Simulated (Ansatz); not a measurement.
# Worked example: GeHCl3 + AlF2 → GeHCl2 + AlClF2

Species: GeHCl3 `[Cl][GeH]([Cl])[Cl]`, singlet; AlF2 `[F][Al][F]`, doublet; GeHCl2 `[Cl][GeH][Cl]`, doublet; AlClF2 `[F][Al]([F])[Cl]`, singlet. A radical takes Cl: the energy is the difference in strength between the Ge–Cl bond broken and the Al–Cl bond made.

Shapes, held fixed at every level: PBE0-D4/def2-TZVP. Programs: Ansatz 0.2.0. The zero-point and thermal change to 298 K, harmonic and unscaled (PBE0-D4/def2-TZVP), is -1.0 kJ/mol.

At CCSD(T)/def2-TZVPP; 1 Eh = 2625.50 kJ/mol:

| species | energy (Eh) |
| --- | --- |
| GeHCl3 | -3455.517659 |
| AlF2 | -441.592681 |
| GeHCl2 | -2995.701345 |
| AlClF2 | -901.441135 |

Problem. Work out ΔH(298 K) of the reaction at this level.

Solution. 
1. Products less reactants: (-2995.701345) + (-901.441135) − [(-3455.517659) + (-441.592681)] = -0.032140 Eh = -84.4 kJ/mol.
2. With the thermal change: -84.4 + (-1.0) = -85.4 kJ/mol.

Other levels give -99.3 (wB97M-V/def2-TZVPP) to -84.2 kJ/mol (PBE0-D4/def2-TZVPP). No measured value is set beside it here. Open shells run unrestricted. Relativity is left out for Ge. Outer-core shells of Ge are correlated, in sets that cover them unevenly.
